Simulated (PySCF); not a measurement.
## Vibration and rotation of TlB⁺

UHF-CCSD(T) constants of TlB⁺, ²Σ⁺ (doublet), unpaired electrons σ ↑ (Tl def2-SVPD with ECP60, B def2-SVPD; scalar-relativistic core potentials (PySCF 2.14); masses 204.9744 and 11.0093 u):

```
ωe   : 158.4 cm⁻¹
ωexe : 1.77 cm⁻¹
Be   : 0.16172 cm⁻¹
αe   : 0.00231 cm⁻¹
```

What force constant and bond length do these constants imply?

Reduced mass μred = 10.448 u; k = 5.8918×10⁻⁷·μred·ωe² (u, cm⁻¹, mdyn/Å) = 0.154 mdyn/Å; Re = √(16.8576/(μred·Be)) (u, cm⁻¹, Å) = 3.159 Å.

Estimate the centrifugal constant D from the Kratzer relation and find the Dunham coefficient a1.

D = 4Be³/ωe² = 6.74e-07 cm⁻¹; a1 = −1 − αeωe/(6Be²) = -3.33.

Correlated steps freeze 5 core orbitals. Spin–orbit coupling is left out, which matters for elements this heavy, above all for dissociation energies. The state was picked by a PBE0 search and need not be the measured ground state.
